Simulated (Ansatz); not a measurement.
The first iterations of a band of AlFH4N2 + ClH (10 atoms, charge 0, multiplicity 1).

Method: RKS PBE/def2-SVP in Ansatz.

```yaml
movable_images: 4
climbing_image: no
spring: 5.0 eV/Å²
optimiser: quadratic models (default)
start_path: through a guess of the saddle point
force_threshold: 0.05 eV/Å
iteration_limit: 60
end_points: relaxed
```

Initial state:

```xyz
10
Properties=species:S:1:pos:R:3
Al 0.046 0.332 0.057
F 0.973 0.591 1.490
N 0.939 0.383 -1.476
N -1.714 0.487 0.236
H 1.101 -1.052 1.749
Cl 0.767 -2.248 1.259
H 1.954 0.290 -1.546
H 0.519 0.320 -2.405
H -2.185 0.569 1.139
H -2.401 0.329 -0.502
```

Final state:

```xyz
10
Properties=species:S:1:pos:R:3
Al 0.005 -0.149 -0.009
F 0.842 0.537 1.689
N 0.942 0.205 -1.478
N -1.673 0.401 0.237
H 1.081 -0.429 1.849
Cl 0.782 -2.049 0.922
H 1.701 -0.378 -1.835
H 0.825 1.037 -2.058
H -2.103 0.554 1.151
H -2.403 0.270 -0.466
```

| iteration | highest image above the first end (eV) | largest band force component (eV/Å) |
| --- | --- | --- |
| 1 | 0.719 | 4.496 |
| 2 | 0.174 | 1.200 |
| 3 | 0.084 | 0.428 |
| 4 | 0.071 | 0.175 |
| 5 | 0.091 | 0.408 |

Problem. Does the band converge within its limit, and where does its top end?

Solution. The forces met the threshold. It ended after 15 iterations with the highest image 0.016 eV above the first end. No image climbed, so the highest image needn't sit at the top of the path. The orbitals stay closed-shell, which can raise the energy where a bond breaks towards radicals; this wasn't checked here.

Time of the run: 40 s on 2 threads of AMD EPYC 9R45 96-Core Processor (Zen 5) (shared host), peak memory 0.17 GiB.
